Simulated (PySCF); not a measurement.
C3H8BN.

```xyz
13

B      0.2175     0.2207     0.3658
C      1.3625    -0.0941     1.4136
H      1.3601    -1.1642     1.6862
H      1.3027     0.4952     2.3433
H      2.3507     0.0966     0.9570
C      0.1513    -0.5731    -0.9933
C     -0.9772    -0.8637    -1.6589
H      1.0885    -0.9709    -1.4083
H     -0.9870    -1.4520    -2.5834
H     -1.9595    -0.5381    -1.2943
N     -0.7456     1.2032     0.6330
H     -0.7814     1.7225     1.5021
H     -1.4626     1.4703    -0.0315
```
Charge 0, spin multiplicity 1.

Geometry: B3LYP-D3(BJ)/def2-SVP. This is a generated structure with no PubChem entry under its InChIKey; it may be hypothetical. Other conformers were not sampled.

Calculation: HF/pcSseg-1 run with PySCF. Non-relativistic, no solvent.

Q: Give the absolute GIAO shielding of each atom: isotropic value and principal components (ppm). (The exact figures need the calculation; the answer reports its results.)

A: 
```json
[
 {"atom": "B1", "σ(iso)": "71.8", "σ11": "36.5", "σ22": "55.9", "σ33": "123.0", "span": "86.5"},
 {"atom": "C2", "σ(iso)": "184.8", "σ11": "176.6", "σ22": "181.9", "σ33": "196.0", "span": "19.4"},
 {"atom": "H3", "σ(iso)": "31.1", "σ11": "27.4", "σ22": "28.8", "σ33": "37.1", "span": "9.7"},
 {"atom": "H4", "σ(iso)": "31.5", "σ11": "27.1", "σ22": "30.0", "σ33": "37.4", "span": "10.4"},
 {"atom": "H5", "σ(iso)": "31.1", "σ11": "27.3", "σ22": "28.7", "σ33": "37.5", "span": "10.2"},
 {"atom": "C6", "σ(iso)": "42.8", "σ11": "-98.2", "σ22": "48.2", "σ33": "178.4", "span": "276.6"},
 {"atom": "C7", "σ(iso)": "54.5", "σ11": "-85.0", "σ22": "78.0", "σ33": "170.5", "span": "255.5"},
 {"atom": "H8", "σ(iso)": "25.4", "σ11": "22.3", "σ22": "24.7", "σ33": "29.3", "span": "7.0"},
 {"atom": "H9", "σ(iso)": "25.8", "σ11": "23.0", "σ22": "24.6", "σ33": "29.9", "span": "7.0"},
 {"atom": "H10", "σ(iso)": "25.8", "σ11": "22.3", "σ22": "24.8", "σ33": "30.3", "span": "7.9"},
 {"atom": "N11", "σ(iso)": "180.3", "σ11": "102.7", "σ22": "207.9", "σ33": "230.2", "span": "127.5"},
 {"atom": "H12", "σ(iso)": "28.4", "σ11": "22.5", "σ22": "26.2", "σ33": "36.4", "span": "13.9"},
 {"atom": "H13", "σ(iso)": "28.2", "σ11": "22.1", "σ22": "26.2", "σ33": "36.2", "span": "14.1"}
]
```
